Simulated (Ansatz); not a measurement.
How methods differ on C2H5FOSi (SMILES FC1CO[SiH2]1)

The species is C2H5FOSi (10 atoms), meant as a singlet with charge 0. SMILES: `FC1CO[SiH2]1`. The coordinates come from a PBE0-D4/def2-TZVP relaxation.

```xyz
10

F    -1.8204   -0.3278   -0.8109
C    -0.8761   -0.0831    0.1669
C     0.2907   -1.0898    0.1533
O     1.4299   -0.2164   -0.0119
Si    0.5103    1.1621   -0.2068
H    -1.3905   -0.0238    1.1278
H     0.1973   -1.7734   -0.6955
H     0.4008   -1.6651    1.0760
H     0.8208    2.2287    0.7804
H     0.5202    1.7373   -1.5763
```

Quantity: the vertical ionisation energy (to the doublet cation), in eV. The values are calculated.

```
             level                    kind  program  value (eV)  CPU time (all runs)
       HF/def2-SVP            Hartree–Fock   Ansatz        9.73                9.5 s
    SVWN5/def2-SVP                     LDA   Ansatz        9.80                5.8 s
   revPBE/def2-SVP                     GGA   Ansatz        9.66                 11 s
    BHLYP/def2-SVP           global hybrid   Ansatz       10.54                 16 s
     PBE0/def2-SVP           global hybrid   Ansatz       10.24                 13 s
CAM-B3LYP/def2-SVP  range-separated hybrid   Ansatz       10.43                 17 s
    wB97X/def2-SVP  range-separated hybrid   Ansatz       10.51                 48 s
      MP2/def2-SVP     perturbation theory   Ansatz       11.03                6.7 s
```

The values span 9.66 to 11.03 eV. Times are those of the runs behind each value, whatever else they computed, on shared processors of several kinds: orders of magnitude only.
